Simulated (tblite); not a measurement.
Species: C6H9NOSi.
Atom-mapped SMILES: `[H]/[N:8]=[CH:7]/[c:6]1[cH:5][cH:4][c:3]([SiH2:2][CH3:1])[o:9]1` (hydrogens: H10, H11, H12 on C1; H13, H14 on Si2; H15 on C4; H16 on C5; H17 on C7; H18 on N8)

Computed with GFN2-xTB (tblite), gas phase: L-BFGS steps from a force-field or distance-geometry start until the largest atomic force falls under 0.01 eV/Å.

Step 2: E = -710.3120 eV
```
atom  x, y, z in Å  |  force x, y, z in eV/Å
C1      2.8041    0.8569   -0.9722    0.031  -0.062   0.252
Si2     2.2268    0.2838    0.7369   -0.201  -0.084  -0.022
C3      0.4620   -0.3464    0.4737    0.183  -0.046   0.145
C4     -0.1354   -1.5647    0.6964   -0.253   0.040   0.018
C5     -1.4867   -1.4323    0.3266    0.003  -0.006  -0.039
C6     -1.6369   -0.1323   -0.1155   -0.145   0.037  -0.035
C7     -2.7857    0.5832   -0.6203   -0.273  -0.238   0.036
N8     -3.9294    0.0355   -0.7368    0.589   0.085   0.095
O9     -0.4493    0.5122   -0.0197   -0.054   0.119  -0.029
H10     2.1651    1.6517   -1.3328   -0.007   0.104  -0.155
H11     2.7725    0.0353   -1.6793    0.042   0.032  -0.111
H12     3.8206    1.2251   -0.9077    0.070   0.065  -0.165
H13     2.2401    1.3990    1.6947   -0.054  -0.061  -0.024
H14     3.0857   -0.8077    1.2125   -0.127  -0.013   0.031
H15     0.3396   -2.4393    1.0911    0.026  -0.001  -0.005
H16    -2.2638   -2.1735    0.3697    0.115   0.120  -0.027
H17    -2.6263    1.6337   -0.8945    0.372  -0.026   0.081
H18    -4.6117    0.6860   -1.1078   -0.319  -0.067  -0.045
```

Step 3: E = -710.3220 eV
```
atom  x, y, z in Å  |  force x, y, z in eV/Å
C1      2.8046    0.8566   -0.9697   -0.003  -0.027   0.151
Si2     2.2240    0.2819    0.7391   -0.130  -0.031  -0.082
C3      0.4633   -0.3465    0.4755   -0.054  -0.088   0.096
C4     -0.1402   -1.5653    0.6972   -0.001   0.117   0.040
C5     -1.4860   -1.4320    0.3259   -0.093   0.055  -0.065
C6     -1.6389   -0.1314   -0.1160    0.039  -0.024   0.023
C7     -2.7851    0.5818   -0.6191   -0.136  -0.038  -0.004
N8     -3.9250    0.0361   -0.7364    0.217   0.058   0.017
O9     -0.4502    0.5133   -0.0199   -0.014   0.044   0.011
H10     2.1653    1.6531   -1.3353    0.039   0.035  -0.102
H11     2.7733    0.0361   -1.6811    0.040   0.064  -0.058
H12     3.8219    1.2263   -0.9105    0.039   0.049  -0.137
H13     2.2391    1.3974    1.6938   -0.056  -0.039   0.000
H14     3.0830   -0.8073    1.2127   -0.105  -0.046   0.047
H15     0.3397   -2.4385    1.0906   -0.003   0.003  -0.007
H16    -2.2614   -2.1712    0.3692    0.043   0.055  -0.027
H17    -2.6198    1.6325   -0.8929    0.347  -0.026   0.079
H18    -4.6165    0.6836   -1.1079   -0.170  -0.161   0.019
```

Step 4: E = -710.3338 eV
```
atom  x, y, z in Å  |  force x, y, z in eV/Å
C1      2.8051    0.8564   -0.9646   -0.011   0.039  -0.058
Si2     2.2178    0.2783    0.7420   -0.046   0.033  -0.161
C3      0.4610   -0.3486    0.4795   -0.127   0.033   0.028
C4     -0.1458   -1.5640    0.6997    0.149   0.032   0.064
C5     -1.4874   -1.4297    0.3231   -0.053   0.052  -0.021
C6     -1.6394   -0.1310   -0.1157    0.086   0.013   0.012
C7     -2.7839    0.5817   -0.6174    0.054   0.120  -0.032
N8     -3.9189    0.0379   -0.7366   -0.153  -0.020  -0.037
O9     -0.4514    0.5148   -0.0196    0.036  -0.024   0.061
H10     2.1671    1.6552   -1.3410    0.094  -0.061  -0.009
H11     2.7754    0.0390   -1.6846    0.030   0.099   0.034
H12     3.8247    1.2290   -0.9178   -0.037   0.010  -0.070
H13     2.2364    1.3940    1.6921   -0.062  -0.001   0.038
H14     3.0764   -0.8075    1.2140   -0.072  -0.094   0.066
H15     0.3396   -2.4369    1.0896   -0.042   0.013  -0.007
H16    -2.2571   -2.1667    0.3680   -0.112  -0.073  -0.030
H17    -2.6022    1.6296   -0.8886    0.271   0.030   0.055
H18    -4.6261    0.6748   -1.1070   -0.006  -0.201   0.066
```

Step 5: E = -710.3406 eV
```
atom  x, y, z in Å  |  force x, y, z in eV/Å
C1      2.8055    0.8570   -0.9624    0.010   0.059  -0.142
Si2     2.2125    0.2761    0.7419    0.040   0.068  -0.165
C3      0.4579   -0.3487    0.4827   -0.105   0.051   0.011
C4     -0.1484   -1.5633    0.7026    0.131   0.051   0.025
C5     -1.4884   -1.4275    0.3210   -0.021  -0.010   0.029
C6     -1.6390   -0.1298   -0.1157    0.074   0.003   0.008
C7     -2.7825    0.5828   -0.6167    0.091   0.149  -0.050
N8     -3.9160    0.0388   -0.7371   -0.197  -0.058  -0.026
O9     -0.4517    0.5154   -0.0183    0.033  -0.010   0.065
H10     2.1700    1.6557   -1.3451    0.080  -0.064   0.026
H11     2.7774    0.0428   -1.6865    0.020   0.076   0.053
H12     3.8260    1.2311   -0.9241   -0.063  -0.006  -0.016
H13     2.2334    1.3914    1.6915   -0.064   0.010   0.046
H14     3.0703   -0.8092    1.2160   -0.069  -0.099   0.063
H15     0.3387   -2.4354    1.0887   -0.035  -0.025   0.018
H16    -2.2560   -2.1648    0.3665   -0.157  -0.101  -0.036
H17    -2.5851    1.6283   -0.8846    0.183   0.067   0.030
H18    -4.6333    0.6655   -1.1054    0.048  -0.160   0.062
```

Q: Estimate the geometry and energy of step 6. (The exact step hangs on the optimiser's Hessian estimate; all steps are aligned on step 5, rigid shifts and turns removed.)

A: E = -710.3470 eV, largest force 0.175 eV/Å
```
atom  x, y, z in Å  |  force x, y, z in eV/Å
C1      2.8065    0.8587   -0.9624    0.028   0.054  -0.158
Si2     2.2078    0.2751    0.7386    0.121   0.075  -0.101
C3      0.4540   -0.3480    0.4868   -0.006   0.095  -0.005
C4     -0.1500   -1.5614    0.7057    0.071  -0.033   0.011
C5     -1.4895   -1.4262    0.3198   -0.026  -0.051   0.056
C6     -1.6381   -0.1283   -0.1158    0.017  -0.029   0.007
C7     -2.7808    0.5857   -0.6168    0.071   0.087  -0.048
N8     -3.9138    0.0389   -0.7375   -0.075  -0.046   0.009
O9     -0.4517    0.5166   -0.0159   -0.007   0.013   0.051
H10     2.1743    1.6555   -1.3493    0.024  -0.012   0.027
H11     2.7799    0.0479   -1.6879    0.008   0.007   0.023
H12     3.8263    1.2333   -0.9311   -0.035  -0.003   0.035
H13     2.2288    1.3888    1.6917   -0.061   0.004   0.031
H14     3.0623   -0.8128    1.2193   -0.083  -0.071   0.039
H15     0.3374   -2.4347    1.0884   -0.035  -0.023   0.028
H16    -2.2576   -2.1644    0.3642   -0.132  -0.074  -0.040
H17    -2.5633    1.6284   -0.8798    0.061   0.087   0.000
H18    -4.6409    0.6532   -1.1029    0.059  -0.081   0.036
```

The energy changes by -0.0064 eV. The first-order estimate −F·Δx gives -0.0095 eV and the mean of the old and new forces, exact on a quadratic surface, -0.0064 eV. The step makes an angle of 60° with the force vector and moves no atom by more than 0.022 Å.

The cost below is that of the whole relaxation. Hardware: an Intel Xeon at 2.50 GHz with one thread, no GPU, on a shared host. Cost: 1.1 s of wall time.
